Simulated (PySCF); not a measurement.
A run for PySCF: R-M06-2X/6-31G* on ClH4N (a complex).

```python
from pyscf import gto, scf, dft, mp
from pyscf.data.elements import chemcore

mol = gto.M(
    atom='''
    N    -0.03034345    0.07698428    0.60922851
    H    -0.51995666   -0.75468028    0.29908219
    H    -0.46507338    0.88208142    0.17286457
    H     0.92844309    0.01983771    0.28511500
    Cl   -0.12862901    0.31666742    3.67265945
    H    -0.08579977    0.21196896    2.33529837
    ''',
    basis='6-31g*',
    cart=True,
    charge=0, spin=0, verbose=3, max_memory=1800)
mf = dft.RKS(mol, xc='m062x')
mf.conv_tol = 1e-8
mf.max_cycle = 100
mf.kernel()
if not mf.converged:
    mf = mf.newton().run(mf.mo_coeff, mf.mo_occ)
```

It printed:

```
converged SCF energy = -517.289575600535
```

Self-consistency was reached.

Cost: about 2.1 core-seconds (a rough figure).
